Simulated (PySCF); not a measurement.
**Cost of excited-state runs on SMILES O=c1c(F)c1B(F)F, C₃BF₃O**

Geometry:
```json
{"atom": "O1", "x (Å)": "-1.602", "y (Å)": "1.895", "z (Å)": "0.568"}
{"atom": "C2", "x (Å)": "-1.180", "y (Å)": "0.810", "z (Å)": "0.319"}
{"atom": "C3", "x (Å)": "-1.231", "y (Å)": "-0.579", "z (Å)": "0.096"}
{"atom": "F4", "x (Å)": "-1.839", "y (Å)": "-1.721", "z (Å)": "-0.025"}
{"atom": "C5", "x (Å)": "-0.009", "y (Å)": "-0.044", "z (Å)": "-0.001"}
{"atom": "B6", "x (Å)": "1.520", "y (Å)": "-0.113", "z (Å)": "-0.257"}
{"atom": "F7", "x (Å)": "2.012", "y (Å)": "0.220", "z (Å)": "-1.426"}
{"atom": "F8", "x (Å)": "2.342", "y (Å)": "-0.461", "z (Å)": "0.703"}
```

PySCF with density fitting, on 1 thread of an AMD EPYC 9R45 96-Core, shared host. Command: `OMP_NUM_THREADS=1 python excited_run.py task.json out`

Problem. How long does each of these runs take, and how much memory?
- first hyperpolarisability, CAM-B3LYP/def2-TZVPD; usual settings
- excited states, wB97X-D/def2-TZVPD; Tamm-Dancoff; spin-orbit couplings; 6 states; 5 triplets; quadratic response for 4 states
- excited states, CAM-B3LYP/def2-TZVPD; two-photon moments; 8 states; quadratic response for 6 states; 0 triplets

Solution. 
| run | level | basis functions | wall time | peak memory (GiB) |
| --- | --- | --- | --- | --- |
| first hyperpolarisability | CAM-B3LYP/def2-TZVPD | 308 | 24 s | 1.1 |
| excited states | wB97X-D/def2-TZVPD | 308 | 27 s | 1 |
| excited states | CAM-B3LYP/def2-TZVPD | 308 | 33 s | 1.1 |

Times from a shared host are rough.
